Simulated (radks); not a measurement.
Radial electron density D(r) = 4 pi r^2 rho(r) of an atom or ion with 34 electrons. All-electron calculation, scalar-relativistic Kohn-Sham, PBE, spin-polarised, spherical densities, point nucleus. Program: a radial shooting solver on a logarithmic mesh with Libxc functionals.

| r (bohr) | D(r) (e/bohr) | spin D(r) |
|---|---|---|
| 0.002353 | 2.507 | -0.0000362 |
| 0.003088 | 4.009 | -0.0000538 |
| 0.004054 | 6.301 | -0.0000733 |
| 0.005321 | 9.685 | -0.0000816 |
| 0.00704 | 14.62 | -0.0000341 |
| 0.009241 | 20.98 | 0.000187 |
| 0.01213 | 28.65 | 0.000882 |
| 0.01592 | 36.66 | 0.00275 |
| 0.02106 | 43.36 | 0.00749 |
| 0.02765 | 46.15 | 0.0177 |
| 0.03629 | 44.25 | 0.0378 |
| 0.04764 | 39.86 | 0.0718 |
| 0.06303 | 38.57 | 0.118 |
| 0.08273 | 44.68 | 0.153 |
| 0.1086 | 53.67 | 0.139 |
| 0.1425 | 54.09 | 0.0570 |
| 0.1886 | 41.94 | -0.0104 |
| 0.2475 | 31.95 | 0.0948 |
| 0.3249 | 35.04 | 0.326 |
| 0.4265 | 39.20 | 0.335 |
| 0.5643 | 29.61 | 0.0432 |
| 0.7407 | 14.88 | 0.112 |
| 0.9722 | 7.453 | 0.894 |
| 1.276 | 5.863 | 1.63 |
| 1.689 | 3.922 | 1.36 |
| 2.216 | 1.492 | 0.563 |
| 2.909 | 0.2846 | 0.111 |
| 3.818 | 0.02341 | 0.00915 |
| 5.052 | 0.0005696 | 0.000207 |

What is the nuclear charge?

Answer. Z = 37. The innermost maximum, from 1s, lies near gamma/Z bohr with gamma = sqrt(1 - (Z/c)^2) = 0.963, here 0.026 bohr (found: 0.0283), and its height grows with Z. The density is that of the rubidium ion Rb3+ in [Ar] 3d10 4s2 4p4; the configuration itself is not fixed sharply by these data, and Z only to a few units. D(r) has 3 maxima, at r = 0.0283, 0.126, 0.413 bohr, and minima at 0.0582, 0.264 bohr, inside which lie 2.06, 11.06 electrons.
